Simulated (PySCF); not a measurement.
Species: 2-tert-butylpyridine, C₉H₁₃N.
Atom-mapped SMILES: `[CH3:1][C:2]([CH3:3])([CH3:4])[c:5]1[cH:6][cH:7][cH:8][cH:9][n:10]1` (hydrogens: H11, H12, H13 on C1; H14, H15, H16 on C3; H17, H18, H19 on C4; H20 on C6; H21 on C7; H22 on C8; H23 on C9)

The same species was optimised twice, with GFN2-xTB and with PBE0-D3(BJ)/def2-SVP (PySCF), and the same property calculations (PySCF, gas phase) were run on both structures.

```csv
coordinate,GFN2-xTB,PBE0-D3(BJ)/def2-SVP,change
C2–C5 (Å),1.517,1.528,+0.011
C9–N10 (Å),1.321,1.331,+0.010
C5–C6 (Å),1.395,1.405,+0.010
C7–C8 (Å),1.386,1.394,+0.008
C8–C9 (Å),1.385,1.391,+0.006
C5–N10 (Å),1.325,1.332,+0.007
C6–C7 (Å),1.382,1.389,+0.007
C2–C3 (Å),1.529,1.527,-0.002
C1–C2 (Å),1.534,1.536,+0.002
C2–C4 (Å),1.534,1.535,+0.001
C2–C5–N10 (°),117.4,118.0,+0.6
C2–C5–C6 (°),121.2,120.8,-0.4
C1–C2–C4 (°),110.0,109.6,-0.4
C6–C5–N10 (°),121.4,121.2,-0.2
C3–C2–C5 (°),110.3,110.5,+0.2
C5–C6–C7 (°),119.2,119.4,+0.2
C4–C2–C5 (°),109.1,109.2,+0.1
C5–N10–C9 (°),119.2,119.3,+0.1
C1–C2–C5–C6 (°),60,60,0
```

Rotational constants: A = 2608, B = 1003, C = 861.4 MHz (GFN2-xTB) against A = 2591, B = 989.4, C = 849.5 MHz (PBE0-D3(BJ)/def2-SVP). Point groups within 0.08 Å: Cs and Cs.

On the GFN2-xTB structure: HOMO (eV) -7.20 [PBE0/pcSseg-1]; LUMO (eV) -0.59 [PBE0/pcSseg-1]; dipole (D) 1.79 [PBE0/pcSseg-1]; GIAO shielding of C1/C3/C4 (mean) (ppm) 154.4 [PBE0/pcSseg-1]; GIAO shielding of C2 (ppm) 146.9 [PBE0/pcSseg-1]; GIAO shielding of C5 (ppm) 11.6 [PBE0/pcSseg-1]; GIAO shielding of C6 (ppm) 60.9 [PBE0/pcSseg-1]; GIAO shielding of C7 (ppm) 45.2 [PBE0/pcSseg-1]; GIAO shielding of C8 (ppm) 61.4 [PBE0/pcSseg-1]; GIAO shielding of C9 (ppm) 32.9 [PBE0/pcSseg-1]; GIAO shielding of N10 (ppm) -81.8 [PBE0/pcSseg-1].

Problem. What do these properties become on the PBE0-D3(BJ)/def2-SVP structure?

Solution. 
```
                                    property          level  on GFN2-xTB  on PBE0-D3(BJ)/def2-SVP  change
                                   HOMO (eV)  PBE0/pcSseg-1        -7.20                    -7.21   -0.01
                                   LUMO (eV)  PBE0/pcSseg-1        -0.59                    -0.64   -0.05
                                  dipole (D)  PBE0/pcSseg-1         1.79                     1.79    0.00
energy, GFN2-xTB geometry as zero (kcal/mol)  PBE0/pcSseg-1          0.0                     -0.6    -0.6
     GIAO shielding of C1/C3/C4 (mean) (ppm)  PBE0/pcSseg-1        154.4                    152.2    -2.2
                  GIAO shielding of C2 (ppm)  PBE0/pcSseg-1        146.9                    145.6    -1.3
                  GIAO shielding of C5 (ppm)  PBE0/pcSseg-1         11.6                      9.6    -2.0
                  GIAO shielding of C6 (ppm)  PBE0/pcSseg-1         60.9                     58.2    -2.7
                  GIAO shielding of C7 (ppm)  PBE0/pcSseg-1         45.2                     43.5    -1.7
                  GIAO shielding of C8 (ppm)  PBE0/pcSseg-1         61.4                     58.8    -2.6
                  GIAO shielding of C9 (ppm)  PBE0/pcSseg-1         32.9                     30.6    -2.3
                 GIAO shielding of N10 (ppm)  PBE0/pcSseg-1        -81.8                    -86.8    -5.0
```

The heavy atoms differ by 0.015 Å rms after alignment. Among bonds between heavy atoms C2–C5, C5–C6 and C9–N10 change most and about equally (+0.010 to +0.011 Å). Changes are differences of the printed values. Neither structure is proved a minimum here.

The values belong to the conformer `[CH3:1][C:2]([CH3:3])([CH3:4])[c:5]1[cH:6][cH:7][cH:8][cH:9][n:10]1`: C1–C2–C5–C6 60°.
